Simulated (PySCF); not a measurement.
Species: Cu(PH3)F (singlet state).
SMILES: `[F][Cu]<-[PH3]`

Computed with TDDFT CAM-B3LYP/def2-SVPD, vertical, gas phase, core orbitals frozen in the response in PySCF. Geometry: PBE0-D3(BJ)/def2-SVP; no solvent, vibrations or thermal averaging.

| state | E (eV) | ν̃ (cm⁻¹) | f | symmetry | main configurations (H = HOMO, L = LUMO) |
| --- | --- | --- | --- | --- | --- |
| S1 | 5.21 | 42030 | 0.044 | E | H→L/L+1/L+2 (≥92%) |
| S2 | 5.21 | 42040 | 0.044 | E | H→L/L+1/L+2 (≥90%) |
| S3 | 5.39 | 43460 | 0.0000 | – | H-2/H-1→L/L+1/L+2 (≥87%) |
| S4 | 5.46 | 44060 | 0.0004 | – | H-2/H-1→L/L+1/L+2 (≥83%) |
| S5 | 5.46 | 44060 | 0.0004 | – | H-2/H-1→L/L+1/L+2 (≥83%) |
| S6 | 5.59 | 45110 | 0.059 | A1 | H→L/L+1/L+2 (≥58%), H-2/H-1→L/L+1/L+2 (≥14%) |
| S7 | 5.78 | 46620 | 0.0000 | – | H-4→L/L+1/L+2 (≥39%), H-3→L/L+1/L+2 (≥25%) |
| S8 | 5.78 | 46640 | 0.0000 | – | H-3→L/L+1/L+2 (≥39%), H-4→L/L+1/L+2 (≥24%) |
| S9 | 5.78 | 46650 | 0.0085 | E | H-2/H-1→L/L+1/L+2 (≥73%), H-2/H-1→L+5 (≥13%) |
| S10 | 5.78 | 46650 | 0.0084 | E | H-2/H-1→L/L+1/L+2 (≥73%), H-2/H-1→L+5 (≥13%) |
| S11 | 5.99 | 48350 | 0.014 | E | H-4→L/L+1/L+2 (≥47%), H-3→L/L+1/L+2 (≥46%) |
| S12 | 5.99 | 48350 | 0.014 | E | H-4→L/L+1/L+2 (≥47%), H-3→L/L+1/L+2 (≥47%) |
| S13 | 6.34 | 51170 | 0.0000 | – | H-3→L/L+1/L+2 (≥77%), H-3→L+5 (12%) |
| S14 | 6.34 | 51170 | 0.0000 | – | H-4→L/L+1/L+2 (≥77%), H-4→L+5 (12%) |
| S15 | 6.64 | 53570 | 0.063 | A1 | H-2/H-1→L/L+1/L+2 (≥43%), H→L/L+1/L+2 (≥17%) |

Triplets, Tamm–Dancoff:

| state | E (eV) | λ (nm) | main configurations (H = HOMO, L = LUMO) |
| --- | --- | --- | --- |
| T1 | 4.79 | 259.0 | H→L/L+1/L+2 (≥90%) |
| T2 | 4.79 | 259.0 | H→L/L+1/L+2 (≥88%) |
| T3 | 5.00 | 248.0 | H→L/L+1/L+2 (≥44%), H-2/H-1→L/L+1/L+2 (≥16%) |

The lowest singlet level (S1/S2) lies at 5.21 eV (238 nm, ultraviolet) and is of moderate strength. The lowest level is also the most intense of those listed (f = 0.088 summed). S1/S2, S4/S5, S7/S8/S9/S10, S11/S12 and S13/S14 lie within about 0.01 eV of each other in each set; the point group C3v has degenerate representations, and within a degenerate level the listed configurations can mix freely. For S1 the Löwdin share of copper is 71% in HOMO and 40% in LUMO+1. Of the 15 states listed, 6 reach f = 0.01 and 7 stay under 0.0005. The listed states span 1.43 eV, and the widest gap between neighbours is 0.35 eV (S12 to S13). Orbital energies (eV): HOMO-3 -9.95, HOMO-2 -9.10, HOMO-1 -9.10, HOMO -8.82, LUMO 0.10, LUMO+1 0.10, LUMO+2 0.10. Symmetry labels in C3v follow from the direction of the transition dipole and are given only for states with f of 0.002 or more. Orbitals of the list HOMO-3 to LUMO+2 that lie within 0.01 eV of each other are written together with a slash and their weights summed (≥ marks a lower bound); for degenerate orbitals outside that list single weights are arbitrary. The window holds the lowest 15 singlets.

On one thread, Arm Neoverse V1, shared host, this took 9.9 s wall.
